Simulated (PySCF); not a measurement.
Molecule: `C1=CC=CC(C=C)=C1`, C8H8.

Numbering as in the mapped SMILES `[CH2:1]=[CH:2][c:3]1[cH:4][cH:5][cH:6][cH:7][cH:8]1` (H(Xn): hydrogen on atom n). Ha(C1) is cis to C3; Hb(C1) is trans to C3.

Geometry PBE0-D3(BJ)/def2-SVP throughout; GIAO in PySCF 2.14, gas phase, one conformer, non-relativistic; equivalent atoms averaged; basis pcSseg-1.

Q: How do the shifts δ (against TMS at the same level) depend on the functional? (a selection of nuclei; ppm; last column core-seconds on 1 thread of an x86-64 server CPU, shared host; the GGAs took longer than the global hybrids here, which isn't the general rule, and the cause wasn't traced)

A: 
```csv
functional,kind,C2,C3,C5/C7,C6,C1,H(C5)/H(C7),H(C6),H(C2),Hb(C1),core-s
LDA,LDA,150.6,144.8,137.3,137.0,122.1,7.43,7.31,6.69,5.58,23
PBE,GGA,143.9,139.1,131.7,131.5,116.3,7.31,7.20,6.55,5.44,30
OPBE,GGA,137.2,131.9,126.1,125.9,112.5,7.40,7.29,6.64,5.53,33
KT2,GGA,135.1,131.1,123.5,123.3,108.3,7.10,6.99,6.28,5.24,22
B97-D,GGA,139.0,135.1,127.6,127.2,112.1,7.19,7.08,6.44,5.32,32
B3LYP,global hybrid,145.7,142.5,134.5,134.2,117.7,7.28,7.18,6.50,5.38,21
PBE0,global hybrid,144.9,141.1,134.0,133.8,118.8,7.43,7.32,6.63,5.54,17
wB97X-D,range-separated hybrid,145.5,142.2,135.1,134.9,119.9,7.44,7.34,6.63,5.57,27
```

Q: Which nucleus among those listed moves most, in ppm?

A: C2 (alkene CH): from 135.1 ppm with KT2 to 150.6 ppm with LDA. The smallest spread is 0.34 ppm, at Hb(C1). Proton shifts span only some 12 ppm, so a few tenths of a ppm matter as much there as several ppm in carbon.
